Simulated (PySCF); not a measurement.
Compound: AsAsSbSb tetrahedron, Sb2As2.
Bonds: As1–As2, As1–Sb3, As1–Sb4, As2–Sb3, As2–Sb4, Sb3–Sb4.

The calculation used PySCF, PBE0-D3(BJ)/def2-SVP geometry optimisation, gas phase, def2 core potentials past Kr.

(1) Give the optimised bond lengths and angles.

## Answers

(1) 
| bond | length (Å) |
| --- | --- |
| As1–As2 | 2.455 |
| As1–Sb3 and 3 like bonds | 2.639 |
| Sb3–Sb4 | 2.805 |

Bonds in one row agree within 0.01 Å and their mean is given. A selection of angles:
| angle | degrees |
| --- | --- |
| As2–As1–Sb3 | 62.4 |
| Sb3–As1–Sb4 | 64.2 |
| As1–Sb3–As2 | 55.4 |
| As1–Sb3–Sb4 | 58.0 |

Sb3 (antimony bonded to 2 As and Sb) is pyramidal (angles 58.0°, 57.8° and 55.4°, sum 171.2°, 2.24 Å off the plane of its three neighbours). As1 (arsenic bonded to As and 2 Sb) is pyramidal (angles 64.2°, 62.4° and 62.2°, sum 188.8°, 2.05 Å off the plane of its three neighbours).

Point group: C2v (tolerance 0.08 Å). Whether it is a minimum is left open (no frequencies). The numbers are those of one conformer.
